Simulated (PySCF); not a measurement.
C2H9N3Si. Atoms are numbered in the order given.

```xyz
15

C      3.0618     0.3054    -0.5957
C      1.7657     0.0897     0.1173
N      0.6405     0.0938    -0.4611
Si    -0.8700    -0.1437     0.4148
N     -1.6501    -1.3938    -0.4665
N     -1.9298     1.2087     0.4591
H      3.7288    -0.5603    -0.4472
H      2.8860     0.4588    -1.6686
H      3.5875     1.1797    -0.1764
H      1.8703    -0.0771     1.2175
H     -0.5345    -0.4054     1.8587
H     -2.5323    -1.7887    -0.1670
H     -1.1027    -2.0402    -1.0208
H     -1.8037     1.9361     1.1528
H     -2.3083     1.5768    -0.4066
```

The structure is a stationary point at PBE0-D3(BJ)/def2-SVP. The structure was generated by enumeration; whether it is a known compound was not checked. One conformer was computed; it need not be the lowest.

These are PySCF with PBE/def2-TZVP values and carry that method's errors.

ESP charges are fitted to the potential on shells at 1.4 to 2.0 van der Waals radii. Atomic charges (e):

| atom | Löwdin | meta-Löwdin | ESP fit | Mulliken |
|---|---|---|---|---|
| C1 | -0.30 | -0.37 | -0.49 | -0.24 |
| C2 | -0.28 | (withheld) | 0.45 | -0.08 |
| N3 | 0.02 | -0.49 | -0.56 | -0.21 |
| Si4 | -0.04 | 0.99 | 0.79 | 0.48 |
| N5 | -0.23 | -0.73 | -0.95 | -0.57 |
| N6 | -0.24 | -0.73 | -0.91 | -0.56 |
| H7 | 0.13 | (withheld) | 0.13 | 0.12 |
| H8 | 0.13 | (withheld) | 0.14 | 0.11 |
| H9 | 0.13 | (withheld) | 0.13 | 0.12 |
| H10 | 0.11 | (withheld) | -0.04 | 0.05 |
| H11 | -0.05 | (withheld) | -0.17 | -0.10 |
| H12 | 0.15 | 0.24 | 0.37 | 0.23 |
| H13 | 0.16 | 0.24 | 0.37 | 0.22 |
| H14 | 0.15 | 0.24 | 0.34 | 0.22 |
| H15 | 0.16 | 0.24 | 0.38 | 0.23 |

**Question.** Some entries are withheld; supply them. (The exact figures need the calculation; the answer reports its results.)

**Answer.** 
- C2, meta-Löwdin: 0.08
- H7, meta-Löwdin: 0.13
- H8, meta-Löwdin: 0.13
- H9, meta-Löwdin: 0.13
- H10, meta-Löwdin: 0.06
- H11, meta-Löwdin: -0.17

**Question.** Give the Mayer and Wiberg (Löwdin basis) orders of the bonds. (An estimate is asked for; the answer gives what the named calculation found.)

**Answer.** 
```json
[
 {"bond": "C1–C2", "Mayer": "0.97", "Wiberg": "1.35"},
 {"bond": "C2–N3", "Mayer": "2.02", "Wiberg": "2.32"},
 {"bond": "N3–Si4", "Mayer": "1.02", "Wiberg": "1.25"},
 {"bond": "Si4–N5", "Mayer": "1.20", "Wiberg": "1.54"},
 {"bond": "Si4–N6", "Mayer": "1.23", "Wiberg": "1.55"},
 {"bond": "C1–H7", "Mayer": "0.94", "Wiberg": "0.88"},
 {"bond": "C1–H8", "Mayer": "0.95", "Wiberg": "0.90"},
 {"bond": "C1–H9", "Mayer": "0.94", "Wiberg": "0.88"},
 {"bond": "C2–H10", "Mayer": "0.94", "Wiberg": "0.84"},
 {"bond": "Si4–H11", "Mayer": "0.89", "Wiberg": "0.87"},
 {"bond": "N5–H12", "Mayer": "0.92", "Wiberg": "0.96"},
 {"bond": "N5–H13", "Mayer": "0.92", "Wiberg": "0.95"},
 {"bond": "N6–H14", "Mayer": "0.92", "Wiberg": "0.95"},
 {"bond": "N6–H15", "Mayer": "0.92", "Wiberg": "0.95"}
]
```
